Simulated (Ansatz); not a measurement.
## Abstraction of F: C3H6F2 + CH2I → C3H6F + CH2FI

Species: C3H6F2 `CC(F)CF`, singlet; CH2I `[CH2]I`, doublet; C3H6F `C[CH]CF`, doublet; CH2FI (fluoroiodomethane) `FCI`, singlet. A radical takes F: the energy is the difference in strength between two C–F bonds in different surroundings.

Shapes, held fixed at every level: PBE0-D4/def2-TZVP. Flexible molecules stand in one conformer, not always the lowest. Programs: Ansatz 0.2.0. The zero-point and thermal change to 298 K, harmonic and unscaled (PBE0-D4/def2-TZVP), is +1.6 kJ/mol.

(1) Estimate ΔH(298 K) of this reaction.

Answers

(1) The highest level, CCSD(T)/def2-TZVPP, gives ΔH(298 K) = +28.2 kJ/mol; the levels span +17.5 to +28.5. The column of differences is taken from that level and isn't an error. No measured value is set beside it here. Open shells run unrestricted unless RO is named. For atoms past krypton def2 sets carry core potentials with scalar relativity. Correlated rows may include outer-core shells of I, which these sets cover unevenly.

```
               level                   kind  ΔH(298 K) (kJ/mol)  less CCSD(T)/def2-TZVPP
         HF/def2-SVP           Hartree–Fock               +25.5                     -2.7
    SPW92/def2-TZVPP                    LDA               +18.5                     -9.7
r2SCAN-D4/def2-TZVPP               meta-GGA               +17.7                    -10.5
  PBE0-D4/def2-TZVPP          global hybrid               +17.5                    -10.7
   B2PLYP/def2-TZVPP          double hybrid               +20.6                     -7.6
      MP2/def2-TZVPP    perturbation theory               +24.4                     -3.8
     CCSD/def2-TZVPP  coupled cluster or CI               +28.5                     +0.3
  CCSD(T)/def2-TZVPP  coupled cluster or CI               +28.2                      0.0
```
